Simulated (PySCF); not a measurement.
C2H5O2, SMILES O[CH]CO, multiplicity 2.

Coordinates come from a B3LYP-D3(BJ)/def2-SVP optimisation. The isomer is the one that the SMILES or the coordinates give; other isomers of the formula were not compared. The values are those of a single conformer.

Calculation: SMD-PBE0/def2-SVP in PySCF.

Solvation free energies are E(SMD) − E(gas) at the gas-phase geometry, for 1 M in both phases. In vacuum the dipole moment is 2.94 D.

```json
[
 {"solvent": "water", "ΔG(solv) (kcal/mol)": "-7.7", "its non-electrostatic (CDS) part": "3.2", "dipole (D)": "3.71"},
 {"solvent": "ethanol", "ΔG(solv) (kcal/mol)": "-8.1", "its non-electrostatic (CDS) part": "1.6", "dipole (D)": "3.63"},
 {"solvent": "tetrahydrofuran", "ΔG(solv) (kcal/mol)": "-5.1", "its non-electrostatic (CDS) part": "-1.1", "dipole (D)": "3.31"}
]
```
